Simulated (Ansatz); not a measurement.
Consider the cleavage of the Si–Si bond: `F[SiH2][SiH](F)F` + `[NH2][AlH2]` → `F[SiH2][NH][AlH2]` + `F[SiH2]F`.

Program: Ansatz. Geometries: PBE0-D4/def2-TZVP. ΔE: electronic, gas phase. CCSD(T)/CBS adds triple-zeta CCSD(T) − MP2 to the extrapolated MP2 energy (def2 sets, frozen cores). This one scheme is used for every species. DFT in def2-TZVPP. Each species was taken in one conformer, which may not be the lowest.

`F[SiH2][SiH](F)F`:

Cartesian coordinates in Å:
```
F 0.636 1.385 1.698
Si -0.516 0.654 0.854
Si 0.501 -0.604 -0.859
F 1.320 -1.812 -0.226
F -0.663 -1.232 -1.748
H -1.400 1.696 0.275
H -1.294 -0.218 1.768
H 1.416 0.131 -1.762
```

`[NH2][AlH2]`:

```xyz
6

N     0.703   -0.610    0.120
Al   -0.621    0.538   -0.106
H     0.597   -1.611    0.151
H     1.671   -0.357    0.235
H    -2.084   -0.042   -0.272
H    -0.266    2.081   -0.129
```

`F[SiH2][NH][AlH2]`:

Cartesian coordinates in Å:
```
F 0.966 2.296 -0.125
Si -0.269 1.336 0.225
N 0.233 -0.266 0.534
Al 0.185 -1.685 -0.555
H -0.912 1.939 1.417
H -1.157 1.324 -0.959
H 0.638 -0.416 1.450
H 0.743 -3.053 0.007
H -0.425 -1.476 -1.996
```

`F[SiH2]F`:

Cartesian coordinates in Å:
```
F 1.393 -0.328 0.607
Si -0.046 0.000 0.028
F 0.109 0.323 -1.517
H -0.894 -1.198 0.173
H -0.562 1.203 0.708
```

```csv
level,ΔE (eV)
PBE0-D4,-0.93
ωB97X-V,-1.02
r2SCAN,-1.01
PBE0,-0.93
r2SCANh,-1.03
RPA@PBE/def2-TZVPP,-1.11
HF/def2-QZVPP,-1.22
SCS-MP2/def2-QZVPP,-1.19
```

Task: What does CCSD(T)/CBS give? (Estimate.)

Result: Computed: -1.10 eV. The listed levels differ from it by 0.17, 0.08, 0.09, 0.17, 0.07, -0.01, -0.12, -0.09 eV.

Largest T1 diagnostic among the species: 0.012.

From r2SCAN to r2SCAN0 (25 % exact exchange), in def2-TZVPP and without D4, ΔE moves by −0.05 eV. At CCSD(T), def2-SVP lies −0.04 eV from the extrapolated value and def2-TZVPP −0.02 eV. Leaving LDA and LC-ωPBE aside and taking each functional with its dispersion term where it has one, the values, not all of them listed here, spread over 0.27 eV, from BHLYP-D4 to PBE-D4. LDA lies −0.08 eV from PBE without D4.
